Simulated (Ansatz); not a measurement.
One change: `C[O][Al]([OH])[OH]` becomes `N[CH2][Al]([OH])[OH]`.

Ansatz, PBE0-D4/def2-TZVP geometries, multiplicity 1. Each molecule was computed in one conformer, which needn't be the lowest.

| property | `C[O][Al]([OH])[OH]` |
| --- | --- |
| LUMO energy (PBE/def2-TZVPP) / eV | -1.23 |
| HOMO–LUMO gap (PBE0/def2-TZVPP) / eV | 7.72 |
| HOMO energy (PBE/def2-TZVPP) / eV | -6.50 |
| size of the dipole moment (B3LYP/def2-TZVPP) / D | 0.32 |
| HOMO–LUMO gap (B3LYP/def2-TZVPP) / eV | 7.15 |
| HOMO energy (PBE0/def2-TZVPP) / eV | -8.07 |

**Question.** Give the same properties after the change, and the shifts. (Best estimate.)

**Answer.** Ansatz gave: 
| property | `N[CH2][Al]([OH])[OH]` | shift |
| --- | --- | --- |
| LUMO energy (PBE/def2-TZVPP) / eV | -0.93 | 0.30 |
| HOMO–LUMO gap (PBE0/def2-TZVPP) / eV | 6.75 | -0.97 |
| HOMO energy (PBE/def2-TZVPP) / eV | -5.40 | 1.10 |
| size of the dipole moment (B3LYP/def2-TZVPP) / D | 3.44 | 3.12 |
| HOMO–LUMO gap (B3LYP/def2-TZVPP) / eV | 6.20 | -0.95 |
| HOMO energy (PBE0/def2-TZVPP) / eV | -6.86 | 1.21 |

With PBE0 the HOMO rises by 1.21 eV and the LUMO rises by 0.24 eV, so the gap narrows by about 0.97 eV. PBE moves the HOMO by 1.10 eV and ωB97M-V by 1.26 eV. Dipoles are sizes alone; their direction can turn.

B3LYP here is the variant with VWN-RPA as its local correlation; programs differ in this.
